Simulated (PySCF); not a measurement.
# How methods differ on the excitation energy of Sc⁺

Sc⁺ [Ar] 3d1 4s1 (3D) → Sc⁺ [Ar] 4s2 (1S), as a difference of total energies. Computed with PySCF 2.14 in aug-cc-pVTZ-DK (8s7p5d3f2g, 93 functions), with scalar relativity by spin-free X2C-1e. Correlated levels: valence: [Ar] frozen. The calculations carry no spin-orbit coupling.

```tsv
method	excitation energy (eV)
UHF	1.986
MP2 (valence)	1.407
SCS-MP2 (valence)	1.213
CCSD (valence)	1.174
```

Task: How much does correlation contribute at MP2 (valence)?

Result: 1.407 − (1.986) = -0.579 eV, measured against UHF.

Errors of the correlated levels include the incompleteness of this basis and the frozen core.

With two correlated electrons CCSD is exact in that space.

For comparison: 1.442 eV (measured; NIST levels, between the centres of gravity of the two terms).
